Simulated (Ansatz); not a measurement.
This Ansatz (an electronic-structure program) input (wB97M-V/pcseg-2) gives -460.79493 Eh with 48 basis functions. A basis named .json is the Basis Set Exchange file of that set (core-valence sets with the plain set on hydrogen).

Ansatz 0.2 input:
```yaml
crystal:
  periodic: [false, false, false]
  atoms:
    - {symbol: Cl, position_ang: [-1.40960085, -2.17316192, 1.42886081]}
    - {symbol: H, position_ang: [-0.33479585, -2.09863816, 2.12856191]}
basis:
  gaussian:
    orbitals: pcseg-2
hamiltonian:
  xc: {name: wB97M-V}
magnetization: {spin_polarized: false}
```

Change:
```diff
- orbitals: pcseg-2
+ orbitals: 6-311++G_2d_2p_.json
```

What does the run give now?

-460.78997 Eh (wB97M-V/6-311++G(2d,2p), 45 functions), a change of +4.96 mEh.
